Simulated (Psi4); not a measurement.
C3H6Cl (SMILES [CH2]CCCl), doublet, at a GFN2-xTB geometry; PBE0/STO-3G (Psi4).

Here is a job for Psi4.
```
memory 2 GB

molecule {
0 2
C     1.01004519   -0.59141257    0.01804838
C     2.39623104   -0.09879675   -0.00017113
C     0.02437817    0.59306770   -0.01533662
H     0.81435877   -1.16953832    0.92361527
H     0.80953602   -1.21837179   -0.85418657
Cl   -1.66354710    0.01486371   -0.00038923
H     2.86745217    0.16131528   -0.92770128
H     2.89985337    0.14732831    0.91380985
H     0.15203642    1.22921107    0.85976434
H     0.15313749    1.18022195   -0.92392847
}

set {
  basis sto-3g
  reference uks
}

energy('pbe0')
print_variables()
```

Question: What does Psi4 print? Leave out banner, timings and long lists.

Answer: 
```
   => Loading Basis Set <=

    Name: STO-3G
    Role: ORBITAL
    Keyword: BASIS

         ---------------------------------------------------------
                                   SCF
               by Justin Turney, Rob Parrish, Andy Simmonett
                          and Daniel G. A. Smith
                              UKS Reference
         ---------------------------------------------------------

  ==> Geometry <==

    Molecular point group: c1
    Full point group: C1

    Geometry (in Angstrom), charge = 0, multiplicity = 2:

       Center              X                  Y                   Z               Mass
    ------------   -----------------  -----------------  -----------------  -----------------
         C            1.130122910516    -0.587346099490     0.017942138583    12.000000000000
         C            2.516308760516    -0.094730279490    -0.000277371417    12.000000000000
         C            0.144455890516     0.597134170510    -0.015442861417    12.000000000000
         H            0.934436490516    -1.165471849490     0.923509028583     1.007825032230
         H            0.929613740516    -1.214305319490    -0.854292811417     1.007825032230
         CL          -1.543469379484     0.018930180510    -0.000495471417    34.968852682000
         H            2.987529890516     0.165381750510    -0.927807521417     1.007825032230
         H            3.019931090516     0.151394780510     0.913703608583     1.007825032230
         H            0.272114140516     1.233277540510     0.859658098583     1.007825032230
         H            0.273215210516     1.184288420510    -0.924034711417     1.007825032230

  Running in c1 symmetry.

  Rotational constants: A =      0.90698  B =      0.08405  C =      0.08052 [cm^-1]
  Rotational constants: A =  27190.69596  B =   2519.62554  C =   2413.99343 [MHz]
  Nuclear repulsion =  150.794980618517400

  Charge       = 0
  Multiplicity = 2
  Electrons    = 41
  Nalpha       = 21
  Nbeta        = 20

  ==> Algorithm <==

  SCF Algorithm Type is DF.
  DIIS enabled.
  MOM disabled.
  Fractional occupation disabled.
  Guess Type is SAD.
  Energy threshold   = 1.00e-06
  Density threshold  = 1.00e-06
  Integral threshold = 1.00e-12

  ==> Primary Basis <==

  Basis Set: STO-3G
    Blend: STO-3G
    Number of shells: 20
    Number of basis functions: 30
    Number of Cartesian functions: 30
    Spherical Harmonics?: true
    Max angular momentum: 1

  ==> DFT Potential <==

   => LibXC <=

[...]
      Ntotal   =   40.9999680600 ; deviation = -3.194e-05

   @Spin Contamination Metric:   4.738863918E-03
   @S^2 Expected:                7.500000000E-01
   @S^2 Observed:                7.547388639E-01
   @S   Expected:                5.000000000E-01
   @S   Observed:                5.000000000E-01

    Orbital Energies [Eh]
    ---------------------

    Alpha Occupied:

[...]
    Alpha Virtual:

[...]
    Beta Occupied:

[...]
    Beta Virtual:

[...]
      30A      0.613891

    Final Occupation by Irrep:
              A
    DOCC [    20 ]
    SOCC [     1 ]
    NA   [    21 ]
    NB   [    20 ]

  @DF-UKS Final Energy:  -571.37011899698223

   => Energetics <=

    Nuclear Repulsion Energy =            150.7949806185173998
    One-Electron Energy =               -1085.3574661553714122
    Two-Electron Energy =                 398.3323643724516501
    DFT Exchange-Correlation Energy =     -35.1399978325798727
    Empirical Dispersion Energy =           0.0000000000000000
    VV10 Nonlocal Energy =                  0.0000000000000000
    Total Energy =                       -571.3701189969822281

  UHF NO Occupations:
  HONO-2 :   19  A 1.9995941
  HONO-1 :   20  A 1.9986519
  HONO-0 :   21  A 1.0000000
  LUNO+0 :   22  A 0.0013481
  LUNO+1 :   23  A 0.0004059
  LUNO+2 :   24  A 0.0003710
  LUNO+3 :   25  A 0.0002123

Computation Completed

Properties will be evaluated at   0.000000,   0.000000,   0.000000 [a0]

Properties computed using the SCF density matrix

 Multipole Moments:

 ------------------------------------------------------------------------------------
     Multipole            Electronic (a.u.)      Nuclear  (a.u.)        Total (a.u.)
 ------------------------------------------------------------------------------------

 L = 1.  Multiply by 2.5417464519 to convert [e a0] to [Debye]
 Dipole X            :         -8.4532217            9.3034741            0.8502524
 Dipole Y            :         -0.0740125            0.3150649            0.2410524
 Dipole Z            :          0.0031759           -0.0082314           -0.0050556
 Magnitude           :                                                    0.8837765

 ------------------------------------------------------------------------------------

  Variable Map:
  ----------------------------------------------------------------------------
[...]
  Array Variable Map:
  ----------------------------------------------------------------------------
[...]
[...]
```
